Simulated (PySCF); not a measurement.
**Molecular orbitals of SnN⁻**

MN15 at R = 1.870 Å; Sn def2-TZVPPD with ECP28, N def2-TZVPPD; scalar-relativistic core potentials (PySCF 2.14). State: ¹Σ⁺ (singlet), closed shell. Only the outer orbitals are listed, counted within each symmetry, core potentials removing the inner ones.

```tsv
orbital	occ.	ε (eV)	on Sn (%)	main shells (%)
5σ	2	-14.20	23	76 N s, 13 Sn s
6σ	2	-6.03	79	76 Sn s, 11 N s, 11 N p
7σ	2	-1.62	41	49 N p, 33 Sn p, 9 N s
3π	2	-1.51	42	58 N p, 39 Sn p
3π	2	-1.51	42	58 N p, 39 Sn p
4π	0	3.77	74	58 Sn p, 26 N p, 16 Sn d
4π	0	3.77	74	58 Sn p, 26 N p, 16 Sn d
```

Which are the highest filled and the lowest empty level, where do they sit, and how wide is the gap?

Highest filled 3π at -1.51 eV (in %: 58 N p, 39 Sn p); lowest empty 4π at 3.77 eV (in %: 58 Sn p, 26 N p, 16 Sn d); the gap at MN15 is 5.28 eV. An empty level above zero is unbound, and its energy depends on the basis.

| Item | Value |
| --- | --- |
| bond order (Mayer) | 2.75 |
| ⟨S²⟩ | 0.000 |
| charge on Sn (Mulliken, basis-dependent) | -0.47 |
| charge on Sn (Löwdin, basis-dependent) | -0.23 |
| dipole moment (positive dipole points towards N; it is taken about the centre of mass and depends on that origin) | -4.90 D |

Spin–orbit coupling is left out.
